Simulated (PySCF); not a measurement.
# Oxygen: a sound run and one with changed settings

Sound run: O⁺ [He] 2s2 2p3, O²⁺ [He] 2s2 2p2. Computed with PySCF 2.14 in x2c-SVPall (3s2p1d, 14 functions), with scalar relativity by spin-free X2C-1e. In the sound run the correlated levels freeze 1s2. The sound run starts from symmetry-adapted Hartree-Fock orbitals and uses a fine grid where one is needed.

Changed run: basis STO-3G, all-electron and non-relativistic. This setting is unsound on purpose.

```
species   method  sound run (hartree)  changed run (hartree)  converged
     O⁺      UHF            -74.32809              -73.44358        yes
     O⁺      PBE            -74.45727              -73.52932        yes
     O⁺     MN15            -74.48077              -73.25951        yes
     O⁺      MP2            -74.39708              -73.44358        yes
    O²⁺      UHF            -73.05232              -72.10797        yes
    O²⁺      PBE            -73.15456              -72.17774        yes
    O²⁺     MN15            -73.18087              -71.91487        yes
    O²⁺      MP2            -73.10718              -72.11973        yes
    O²⁺  CCSD(T)            -73.13052              -72.12986        yes
```

Ionisation energy of O⁺:

```
 method  sound run (eV)  changed run (eV)
    UHF          34.716            36.344
    PBE          35.449            36.778
   MN15          35.372            36.590
    MP2          35.100            36.024
SCS-MP2          34.902            35.960
```

A minimal basis cannot let orbitals breathe on ionisation and holds almost no correlation. The Hamiltonian changed with the basis, so the totals do not compare.

For comparison, NIST gives 35.121 eV between the lowest levels.
